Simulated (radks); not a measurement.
Values are calculated unless marked as measured or tabulated.
Trend from Zr to Xe: ionisation energy by Delta-SCF between NIST ground configurations, and size. Code: a radial shooting solver on a logarithmic mesh with Libxc functionals. Model: scalar-relativistic Kohn-Sham, SCAN, spin-polarised, spherical densities, finite nucleus; open shells are filled with parallel spins first (spin-orbit coupling, left out, can overturn this in heavy ions); meta-GGA in the generalised Kohn-Sham scheme; Fermi nuclear charge, rms radius of each element as measured or else 0.836 A^(1/3) + 0.57 fm.

| species | configuration | configuration of the ion | IE (eV) | NIST (eV) | kind | -e(HOMO) (eV) | outermost | <r> outermost (bohr) | r at 0.001 e/bohr^3 (bohr) |
|---|---|---|---|---|---|---|---|---|---|
| Zr | [Kr] 4d2 5s2 | [Kr] 4d2 5s1 | 6.148 | 6.634 | exp. | 4.135 (5s) | 5s | 3.95 | 5.10 |
| Nb | [Kr] 4d4 5s1 | [Kr] 4d4 | 7.402 | 6.759 | exp. | 3.859 (4d) | 5s | 3.54 | 4.75 |
| Mo | [Kr] 4d5 5s1 | [Kr] 4d5 | 7.677 | 7.092 | exp. | 4.791 (4d) | 5s | 3.42 | 4.63 |
| Ru | [Kr] 4d7 5s1 | [Kr] 4d7 | 7.901 | 7.361 | exp. | 3.525 (4d) | 5s | 3.22 | 4.46 |
| Rh | [Kr] 4d8 5s1 | [Kr] 4d8 | 7.980 | 7.459 | exp. | 4.866 (4d) | 5s | 3.16 | 4.38 |
| Pd | [Kr] 4d10 | [Kr] 4d9 | 8.965 | 8.337 | exp. | 4.063 (4d) | 4d | 1.58 | 4.05 |
| Ag | [Kr] 4d10 5s1 | [Kr] 4d10 | 8.014 | 7.576 | exp. | 5.138 (5s) | 5s | 3.06 | 4.23 |
| I | [Kr] 4d10 5s2 5p5 | [Kr] 4d10 5s2 5p4 | 10.641 | 10.451 | exp. | 6.910 (5p) | 5p | 2.48 | 4.50 |
| Xe | [Xe] | [Kr] 4d10 5s2 5p5 | 12.625 | 12.130 | exp. | 8.576 (5p) | 5p | 2.30 | 4.39 |

Reference values: NIST Atomic Spectra Database (exp. = measured, semi-emp. = semi-empirical, theory = theoretical value adopted there). Open shells are spherical and high-spin; term and fine-structure splittings are not resolved. Spin-orbit splitting is averaged out at the scalar-relativistic level.
